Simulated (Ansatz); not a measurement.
C$_{2}$H$_{7}$BOSe, SMILES `B[Se]C(C)O`. The species carries charge 0 and has multiplicity 1. The geometry is a stationary point of PBE0-D4/def2-TZVP. It is one conformer, not always the lowest.

```xyz
12

B    -0.852    2.309   -0.119
Se    0.260    1.205    0.930
C    -0.041   -0.567    0.047
C     1.274   -1.260   -0.182
O    -0.836   -1.389    0.840
H    -1.460    1.844   -1.036
H    -0.916    3.463    0.173
H    -0.532   -0.304   -0.895
H     1.784   -1.440    0.766
H     1.921   -0.662   -0.824
H     1.093   -2.226   -0.661
H    -1.695   -0.973    0.961
```

Q: What is the dipole moment at r2SCAN/def2-TZVPP? (Estimate.)

A: Computed: 1.26 D, with components (-0.36, -0.78, -0.92) D in this frame, pointing from negative to positive charge.

Q: And with PBE, B3LYP, ωB97M-V? (Best estimate.)

A: Ansatz gave: PBE 1.19 D, B3LYP 1.15 D, ωB97M-V 1.16 D.

Q: Give the Mulliken charges with r2SCAN, ωB97M-V, PBE in def2-TZVPP. (An estimate is asked.)

A: The calculation gave: 
| atom | r2SCAN | ωB97M-V | PBE |
| --- | --- | --- | --- |
| B1 | -0.17 | -0.28 | -0.20 |
| Se2 | 0.01 | 0.03 | 0.03 |
| C3 | 0.14 | 0.01 | 0.06 |
| C4 | -0.13 | -0.29 | -0.23 |
| O5 | -0.33 | -0.28 | -0.27 |
| H6 | 0.01 | 0.08 | 0.02 |
| H7 | 0.02 | 0.09 | 0.03 |
| H8 | 0.07 | 0.13 | 0.10 |
| H9 | 0.06 | 0.12 | 0.09 |
| H10 | 0.05 | 0.11 | 0.09 |
| H11 | 0.06 | 0.11 | 0.09 |
| H12 | 0.20 | 0.18 | 0.19 |

B3LYP here is the variant with VWN-RPA as its local correlation; programs differ in this.
